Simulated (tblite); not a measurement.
C6H12N2OSi.
Cartesian coordinates in Å at the GFN2-xTB level; atoms count from 1:
```xyz
22
C6H12N2OSi angstrom
C     -1.657    0.670   -0.482
C     -0.349   -0.076   -0.233
C     -0.419   -1.453   -0.920
C     -1.443   -2.288   -0.352
N     -2.257   -2.935    0.125
C     -0.186   -0.298    1.274
C      0.187    0.952    1.990
O      0.755    1.881    1.482
Si     1.121    0.915   -0.981
N      2.562    0.320   -0.236
H     -2.514    0.106   -0.110
H     -1.642    1.638    0.016
H     -1.799    0.843   -1.547
H     -0.632   -1.324   -1.984
H      0.540   -1.971   -0.825
H      0.636   -1.001    1.455
H     -1.085   -0.732    1.721
H     -0.071    0.976    3.066
H      0.835    2.344   -1.060
H      1.264    0.412   -2.359
H      3.411    0.453   -0.762
H      2.734    0.588    0.721
```

Level: GFN2-xTB in tblite, geometry and Hessian alike; calculated harmonic values, unscaled, isolated species. The method is semi-empirical: single wavenumbers can be off by several per cent or more. Modes of hydrogen on silicon can be 10 to 20 % off. One conformer, not necessarily the lowest.

Harmonic wavenumbers (cm⁻¹): 60.1, 82.1, 112.7, 116.2, 149.7, 155.8, 184.5, 238.1, 247.8, 259.6, 273.1, 331.0, 360.3, 374.8, 397.3, 489.1, 556.8, 592.6, 649.7, 663.0, 685.6, 742.2, 768.5, 847.2, 866.0, 885.3, 890.6, 921.9, 944.4, 980.1, 1011.2, 1031.3, 1090.9, 1111.2, 1146.7, 1209.1, 1232.2, 1280.0, 1310.9, 1363.8, 1420.8, 1426.2, 1432.6, 1509.2, 1511.1, 1531.3, 1768.1, 2174.7, 2295.1, 2402.7, 2780.4, 2921.7, 2952.4, 2956.7, 2969.3, 2989.7, 3024.6, 3034.7, 3470.7, 3501.2.

A = 1730, B = 825.2, C = 715.7 MHz; mass 156.072 u (most abundant isotopes); point group C1, symmetry number 1.

Q: What is the zero-point energy?

A: Half the sum of the wavenumbers: 37343 cm⁻¹ = 106.77 kcal/mol.

Q: Give the ideal-gas entropy at 298.15 K and 1 bar in the rigid-rotor, harmonic-oscillator model (classical rotation).

A: Translation 41.07, rotation 30.13, vibration 38.23: S = 109.4 cal/(mol K).

Q: And Cp and H(298.15 K) − H(0)?

A: Cp = 48.52 cal/(mol K), of which vibrations give 40.57 (their classical limit is 60 R = 119.2); H(298.15 K) − H(0) = 8.60 kcal/mol without the zero-point energy, 6.23 from vibrations.

Q: Which modes carry the vibrational entropy at 298.15 K?

A: 60.1 cm⁻¹: 4.45; 82.1 cm⁻¹: 3.84; 112.7 cm⁻¹: 3.22; 116.2 cm⁻¹: 3.16; 149.7 cm⁻¹: 2.68; 155.8 cm⁻¹: 2.60 cal/(mol K); the other 54 give 18.27 together.

Q: What must be added to the electronic energy to get the Gibbs energy at 298.15 K and 1 bar?

A: ZPE + [H(298.15 K) − H(0)] − T·S = 106.77 + 8.60 − 32.63 = 82.74 kcal/mol.

Q: Blend soft modes into free rotors: weight 1/[1 + (100 cm⁻¹/ν̃)⁴] for the oscillator and the rest for a rotor with moment μB/(μ + B), μ = h/(8π²ν), B = 10⁻⁴⁴ kg m². What vibrational entropy results?

A: 36.34 cal/(mol K) in place of 38.23, which changes −T·S at 298.15 K by +0.56 kcal/mol.

Hindered rotation and anharmonicity are outside this model. Other conformers, if any are populated, would add a mixing term that is left out. The structure is chiral; the term R ln 2 for an equal mix with its mirror image is left out.
